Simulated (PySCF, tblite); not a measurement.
Isomers of C5H18Si4. Level: GFN2-xTB in tblite, geometry and Hessian alike; calculated harmonic values, unscaled, isolated species. This tight-binding method is rough: wavenumbers can miss measured ones by several per cent, in bad cases by 10 to 20. Modes of hydrogen on silicon can be 10 to 20 % off. One conformer each.

Electronic energies: PBE0-D3(BJ)/def2-SVP at its own geometries (PySCF, gas phase).

| SMILES | electronic energy, lowest = 0 (kcal/mol) |
| --- | --- |
| CCC(C)(C)[SiH]1[SiH2][SiH2][SiH2]1 | 0.0 |
| C[C@H]1C[C@@H]([Si@@H]([SiH3])[SiH2][SiH3])C1 | 22.5 |
| C[Si]([SiH3])([SiH3])[SiH2]C1CCC1 | 16.0 |
| C=C[SiH2][Si]([SiH3])([SiH3])CCC | 19.7 |
| C[C@H]1C[C@H]([Si@@H]([SiH3])[SiH2][SiH3])C1 | 22.5 |

How do GFN2-xTB zero-point energies change the relative energies?

```tsv
SMILES	ZPE (kcal/mol)	of it from modes above 1550 cm⁻¹	electronic (kcal/mol)	with ZPE, lowest = 0 (kcal/mol)	lowest mode (cm⁻¹)	rings
CCC(C)(C)[SiH]1[SiH2][SiH2][SiH2]1	129.0	68.8	0.0	0.0	39	1
C[Si]([SiH3])([SiH3])[SiH2]C1CCC1	126.5	68.1	16.0	13.6	26	1
C=C[SiH2][Si]([SiH3])([SiH3])CCC	124.9	70.7	19.7	15.6	13	0
C[C@H]1C[C@H]([Si@@H]([SiH3])[SiH2][SiH3])C1	125.5	66.6	22.5	19.0	8	1
C[C@H]1C[C@@H]([Si@@H]([SiH3])[SiH2][SiH3])C1	125.5	66.6	22.5	19.1	1i	1
```

The zero-point energies span 4.1 kcal/mol, from `C=C[SiH2][Si]([SiH3])([SiH3])CCC` to `CCC(C)(C)[SiH]1[SiH2][SiH2][SiH2]1`. Slightly imaginary modes are left out of the zero-point energy: `C[C@H]1C[C@@H]([Si@@H]([SiH3])[SiH2][SiH3])C1` 1.3i cm⁻¹. The order is unchanged.

And how do the electronic energies of GFN2-xTB itself compare?

`CCC(C)(C)[SiH]1[SiH2][SiH2][SiH2]1` 10.9; `C[Si]([SiH3])([SiH3])[SiH2]C1CCC1` 8.4; `C=C[SiH2][Si]([SiH3])([SiH3])CCC` 22.9; `C[C@H]1C[C@H]([Si@@H]([SiH3])[SiH2][SiH3])C1` 0.1; `C[C@H]1C[C@@H]([Si@@H]([SiH3])[SiH2][SiH3])C1` 0.0 kcal/mol, lowest = 0. Against the energies above, taken from the same isomer `CCC(C)(C)[SiH]1[SiH2][SiH2][SiH2]1`, the largest difference is 33.4 kcal/mol. The two levels were optimised apart and needn't hold the same conformer.
